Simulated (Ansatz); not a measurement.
Frontier orbitals of AlH6O3P (`[OH][Al-]([OH])([OH])[PH3+]`).

```tsv
atom	x (Å)	y (Å)	z (Å)
O1	-1.3141	0.8762	-1.2879
Al2	-0.8232	0.2692	0.2358
O3	-0.3628	1.3924	1.4431
O4	-1.4311	-1.2514	0.7350
P5	1.5096	-0.4942	-0.4328
H6	-1.4011	1.8163	-1.4346
H7	-0.5065	1.2019	2.3682
H8	-2.0841	-1.7126	0.2117
H9	2.4459	0.4665	-0.8659
H10	2.3146	-1.1512	0.5196
H11	1.6527	-1.4130	-1.4922
```

The species carries charge 0 and has multiplicity 1. The structure was optimised at the PBE0-D4/def2-TZVP level. It is one conformer, not always the lowest. Basis def2-TZVPP, the Gaussian-basis code of Ansatz.

```json
{"functional": "PBE", "HOMO (eV)": "-6.44", "LUMO (eV)": "-0.88", "gap (eV)": "5.56"}
{"functional": "PBE0", "HOMO (eV)": "-7.96", "LUMO (eV)": "0.04", "gap (eV)": "8.00"}
{"functional": "BHLYP", "HOMO (eV)": "-9.40", "LUMO (eV)": "0.92", "gap (eV)": "10.32"}
{"functional": "ωB97M-V", "HOMO (eV)": "-10.31", "LUMO (eV)": "1.76", "gap (eV)": "12.07"}
{"functional": "HF", "HOMO (eV)": "-11.53", "LUMO (eV)": "2.98", "gap (eV)": "14.51"}
```

From PBE to PBE0 the HOMO moves by −1.52 eV and the LUMO by +0.92 eV, and with ωB97M-V by −3.87 and +2.64 eV, so the gap grows from 5.56 to 12.07 eV with exact exchange. A positive LUMO is unbound and depends on the basis.
